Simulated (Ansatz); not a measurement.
`[SeH]C1=[N][AlH][CH2]1`, relaxed with RKS PBE-D4/def2-SVP in the Gaussian-basis code of Ansatz from a rough embedded geometry. The force threshold is 0.03 eV/Å; the program also tests the step.

The species carries charge 0 and has multiplicity 1.

Start:

```xyz
9

Se    2.215   -1.393   -0.165
C     0.765   -0.247   -0.317
N     0.272    0.440   -1.334
Al   -1.265    1.244   -0.398
C    -0.258    0.227    0.689
H     1.367   -2.648   -0.528
H    -2.448    2.251   -0.604
H     0.199    0.775    1.517
H    -0.846   -0.650    1.140
```

Task: By how much does the energy fall, and how many steps does the optimiser take? (Best estimate.)

Result: Computed: 240.10 kJ/mol, in 16 steps, 1 of them rejected.

Task: Which bonds change most? (An estimate is asked.)

Result: The calculation gave: Al4–C5 from 1.797 to 1.989 Å; N3–Al4 from 1.971 to 1.868 Å; Se1–C2 from 1.854 to 1.948 Å.

Task: Give the relaxed structure. (An estimate is asked.)

Result: Ansatz gave: 
```xyz
9

Se    1.915   -1.462   -0.731
C     0.474   -0.160   -0.567
N     0.211    0.631   -1.557
Al   -1.128    1.341   -0.465
C    -0.350   -0.051    0.725
H     1.752   -2.032    0.631
H    -2.225    2.490   -0.614
H     0.260    0.224    1.610
H    -0.908   -0.980    0.968
```
